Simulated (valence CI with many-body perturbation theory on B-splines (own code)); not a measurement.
Tl: what the settings do

Computed by configuration interaction combined with many-body perturbation theory (CI+MBPT): three valence electrons over a frozen Dirac-Fock core [Xe] 4f14 5d10, radial functions for each j: 6 s, 6 p, 5 d, 3 f, 1 g, with the one-electron correlation potential Σ1, the two-electron term Σ2, the three-electron term Σ3, Breit, model QED; selected CI, second order for the rest, scaled by the run's own slope (own B-spline code, finite nucleus).

Set against measurement, 9 paired levels are off by 420 cm⁻¹ on average, the worst by 829.

The reference run has the lowest level 6s2.6p 2P°_1/2 and an ionisation energy of 6.05799 eV. Its largest variational space holds 2577 state functions.

Changed runs:
A. Davidson tolerance 2e-05 → 0.0003
B. correlating orbitals by l 3 3 3 2 1 → 4 4 0 0 0; averaging of valence orbitals over low configurations on → off
C. shift of the energy in Σ1 (hartree) 0 → 0.1
D. correlating orbitals by l 3 3 3 2 1 → 2 2 1 1 0; natural orbitals for correlation on → off (bad on purpose)

Excitation energies of the reference run in cm⁻¹, and shifts in cm⁻¹:

| Level | Reference | A | B | C | D |
| --- | --- | --- | --- | --- | --- |
| 6s2.6p 2P°_3/2 | 7911 | 0 | -204 | -4.6 | -37 |
| 6s2.7s 2S_1/2 | 26343 | 0 | -2028 | -72 | -318 |
| 6s2.7p 2P°_1/2 | 33851 | 0 | -1945 | -44 | -532 |
| 6s2.7p 2P°_3/2 | 34849 | 0 | -1911 | -44 | -531 |
| 6s2.6d 2D_3/2 | 35842 | 0 | -1831 | -40 | -495 |
| 6s2.6d 2D_5/2 | 35912 | 0 | -1840 | -40 | -504 |
| 6s2.8s 2S_1/2 | 37917 | 0 | -1948 | -55 | -33 |
| 6s2.8p 2P°_1/2 | 40607 | 0 | -1941 | -47 | -214 |
| 6s2.8p 2P°_3/2 | 40990 | 0 | -1938 | -48 |  |
| Ionisation energy (eV) | 6.05799 | 0 | -0.26603 | -0.00611 | -0.08295 |

A blank means that the level has no clear partner in that run.

No effect on these energies: A.
